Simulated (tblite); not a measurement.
Isomers of C3H6F2OSi. Computed with GFN2-xTB (tblite): harmonic, unscaled wavenumbers at the GFN2-xTB geometry, gas phase. The method is semi-empirical: single wavenumbers can be off by several per cent or more. Modes of hydrogen on silicon can be 10 to 20 % off. One conformer each.

Electronic energies: GFN2-xTB at the same geometries; isomer energies are rough at this level and their order can be wrong.

```csv
SMILES,"electronic energy, lowest = 0 (kJ/mol)"
O=C[C@@H](F)C[SiH2]F,0.0
FC(F)[C@H]1CO[SiH2]1,31.9
F/C=C/O[SiH2]CF,73.0
CC([SiH2]O)=C(F)F,22.0
CO[SiH2]C=C(F)F,54.5
```

How do GFN2-xTB zero-point energies change the relative energies?

| SMILES | ZPE (kJ/mol) | of it from modes above 1550 cm⁻¹ | electronic (kJ/mol) | with ZPE, lowest = 0 (kJ/mol) | lowest mode (cm⁻¹) | rings |
| --- | --- | --- | --- | --- | --- | --- |
| O=C[C@@H](F)C[SiH2]F | 222.0 | 108.9 | 0.0 | 0.0 | 80 | 0 |
| CC([SiH2]O)=C(F)F | 219.2 | 113.9 | 22.0 | 19.2 | 45 | 0 |
| FC(F)[C@H]1CO[SiH2]1 | 227.8 | 99.0 | 31.9 | 37.7 | 57 | 1 |
| CO[SiH2]C=C(F)F | 219.6 | 109.3 | 54.5 | 52.1 | 35 | 0 |
| F/C=C/O[SiH2]CF | 218.3 | 109.6 | 73.0 | 69.3 | 42 | 0 |

The zero-point energies span 9.5 kJ/mol, from `F/C=C/O[SiH2]CF` to `FC(F)[C@H]1CO[SiH2]1`. The order is unchanged.

What do entropy and thermal enthalpy add at 298.15 K and 1 bar (rigid rotor, harmonic oscillator, one conformer each)?

| SMILES | point group | symmetry number | S (J/(mol K)) | H − H(0) (kJ/mol) | ZPE + H − H(0) − TS (kJ/mol) |
| --- | --- | --- | --- | --- | --- |
| O=C[C@@H](F)C[SiH2]F | C1 | 1 | 377.9 | 24.77 | 134.1 |
| CC([SiH2]O)=C(F)F | C1 | 1 | 394.1 | 26.98 | 128.7 |
| FC(F)[C@H]1CO[SiH2]1 | C1 | 1 | 363.8 | 22.51 | 141.8 |
| CO[SiH2]C=C(F)F | Cs | 1 | 404.3 | 26.96 | 126.1 |
| F/C=C/O[SiH2]CF | Cs | 1 | 407.0 | 26.90 | 123.8 |
